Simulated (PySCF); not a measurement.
Species: [IrCl6]3- (charge -3 and singlet state).
Bonds: Ir1–Cl2, Ir1–Cl3, Ir1–Cl4, Ir1–Cl5, Ir1–Cl6, Ir1–Cl7.
The ion is multiply charged and has no counter-ions or solvent; whether it holds all its electrons wasn't checked.

Computed by this run: PBE0-D3(BJ)/def2-SVP geometry optimisation, gas phase, def2 core potentials past Kr in PySCF 2.14.0; density fitting, grid level 1; the optimiser is geomeTRIC in internal coordinates, started from a GFN2-xTB structure with every atom displaced at random (about 0.03 Å).

Step 0: E = -77928.3704 eV
```
atom  x, y, z in Å  |  force x, y, z in eV/Å
Ir1     0.0628   -0.0777    0.0121   -0.828   1.932  -0.665
Cl2    -0.0358   -0.0230    2.3612    0.153  -0.130   0.840
Cl3    -0.0428    0.0023   -2.3946    0.241  -0.144  -0.381
Cl4     2.4689    0.0097    0.0083    0.246  -0.136   0.039
Cl5    -2.3759   -0.0178   -0.0519   -0.044  -0.172   0.110
Cl6    -0.0213    2.3802    0.0038    0.134   0.084   0.039
Cl7     0.0361   -2.3758   -0.0075    0.098  -1.434   0.018
```

Question: Estimate the geometry and energy of step 1. (The exact step hangs on the optimiser's Hessian estimate; all steps are aligned on step 0, rigid shifts and turns removed.)

Answer: E = -77928.5276 eV, largest force 0.660 eV/Å
```
atom  x, y, z in Å  |  force x, y, z in eV/Å
Ir1     0.0271   -0.0351   -0.0005   -0.255   0.561  -0.234
Cl2     0.0029   -0.0459    2.4171    0.019   0.000   0.095
Cl3    -0.0233    0.0071   -2.4435    0.125  -0.067   0.052
Cl4     2.4560    0.0146    0.0194    0.009  -0.057  -0.011
Cl5    -2.4160   -0.0413   -0.0599    0.076  -0.033   0.094
Cl6     0.0077    2.4322   -0.0081    0.001  -0.185   0.036
Cl7     0.0375   -2.4336    0.0071    0.027  -0.220  -0.032
```

The energy changes by -0.1573 eV. The first-order estimate −F·Δx gives -0.2913 eV and the mean of the old and new forces, exact on a quadratic surface, -0.1658 eV. The step makes an angle of 45° with the force vector and moves no atom by more than 0.072 Å.

The cost below is that of the whole optimisation. The run took 59 s wall, 81 s CPU on 2 threads, Arm Neoverse V1 (aarch64), on a shared host, and the process peaked at 0.66 GiB of memory.
